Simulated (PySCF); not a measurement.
Radial density of Ni²⁺ (nickel, charge +2)

UHF, [Ar] 3d7 4s1, high-spin 5F determinant (an excited configuration). Computed with PySCF 2.14 in dyall-av2z (16s12p7d2f, 101 functions), with no relativity, point nucleus.

| r (bohr) | 4πr²ρ (e/bohr) | 4πr²(ρα − ρβ) |
| --- | --- | --- |
| 0.000947 | 0.1597 | 0.0001 |
| 0.00159 | 0.4363 | 0.0002 |
| 0.00268 | 1.161 | 0.0006 |
| 0.00451 | 2.967 | 0.0014 |
| 0.00758 | 7.064 | 0.0033 |
| 0.0128 | 14.99 | 0.0069 |
| 0.0215 | 26.20 | 0.0109 |
| 0.0361 | 33.64 | 0.0096 |
| 0.0607 | 29.38 | -0.0004 |
| 0.102 | 28.41 | 0.0322 |
| 0.172 | 38.34 | 0.2900 |
| 0.289 | 23.04 | 1.2803 |
| 0.486 | 17.70 | 3.1709 |
| 0.817 | 16.82 | 2.9264 |
| 1.37 | 4.010 | 1.1499 |
| 2.31 | 0.7191 | 0.5751 |
| 3.89 | 0.09993 | 0.0973 |
| 6.54 | 5.621e-05 | 0.0000 |
| 11.0 | 4.817e-05 | 0.0000 |
